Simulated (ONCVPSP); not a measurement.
# An all-electron radial function and its pseudo partner (iron (Fe))

Columns: radius, all-electron u(r) and pseudo u(r) of the 3d shell (level -3.81 eV) of iron in the configuration [Ne] 3s2 3p6 3d7 4s1; PBE, scalar-relativistic, ONCV scheme, ONCVPSP 4.0.1.

| r (bohr) | all-electron | pseudo |
| --- | --- | --- |
| 0.090 | 0.0516 | 0.0040 |
| 0.180 | 0.2199 | 0.0305 |
| 0.270 | 0.4237 | 0.0960 |
| 0.360 | 0.6024 | 0.2065 |
| 0.450 | 0.7347 | 0.3560 |
| 0.540 | 0.8199 | 0.5277 |
| 0.630 | 0.8644 | 0.6983 |
| 0.720 | 0.8776 | 0.8446 |
| 0.810 | 0.8688 | 0.9484 |
| 0.900 | 0.8457 | 1.0008 |
| 0.990 | 0.8138 | 1.0022 |
| 1.080 | 0.7771 | 0.9612 |
| 1.170 | 0.7382 | 0.8917 |
| 1.260 | 0.6989 | 0.8092 |
| 1.350 | 0.6601 | 0.7275 |
| 1.440 | 0.6227 | 0.6561 |
| 1.530 | 0.5869 | 0.5993 |
| 1.620 | 0.5530 | 0.5558 |
| 1.710 | 0.5210 | 0.5212 |
| 1.800 | 0.4909 | 0.4909 |
| 1.890 | 0.4627 | 0.4627 |
| 1.980 | 0.4363 | 0.4363 |
| 2.070 | 0.4116 | 0.4116 |
| 2.160 | 0.3885 | 0.3885 |
| 2.250 | 0.3669 | 0.3669 |
| 2.340 | 0.3466 | 0.3466 |

**Question.** How many radial nodes do the two functions have?

**Answer.** The all-electron 3d function has n − l − 1 = 0; the pseudo-wave has 0.

**Question.** At about which radius was the pseudo-wave matched?

**Answer.** 1.80 bohr, where the columns begin to agree (steps of 0.09 bohr).

**Question.** Is the pseudo-wave norm-conserving?

**Answer.** Yes: the ONCV scheme keeps the norm inside the radius equal to the all-electron one, which fixes the energy derivative of the logarithmic derivative at the level.
